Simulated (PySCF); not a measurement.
FH5N2OSi, SMILES F[Si](N)(O)N. The structure is a stationary point at PBE-D3(BJ)/def2-SVP. The structure was generated by enumeration, and PubChem lists no compound with its InChIKey, so it may never have been made. The values are those of a single conformer.

Level of theory: PBE-D3(BJ)/def2-SVP in PySCF.

Harmonic wavenumbers (cm⁻¹): 161, 211, 242, 255, 310, 334, 341, 346, 376, 429, 721, 760, 788, 823, 874, 943, 969, 1473, 1483, 3511, 3527, 3610, 3632, 3774. Rotational constants (GHz): 3.930, 3.823, 3.307; symmetry number 1.

**Question.** Work out the zero-point energy and the ideal-gas rigid-rotor harmonic-oscillator thermochemistry at 298.15 K and 1 atm.

**Answer.** ZPE = ½ Σ hcν = ½ × 29891 cm⁻¹ = 42.73 kcal/mol. H − E(el) = 48.11 kcal/mol. Entropy in cal/(mol K): translation 39.60, rotation 26.27, vibration 16.31, total 82.18. G − E(el) = 23.61 kcal/mol. Cp = 28.91 cal/(mol K).
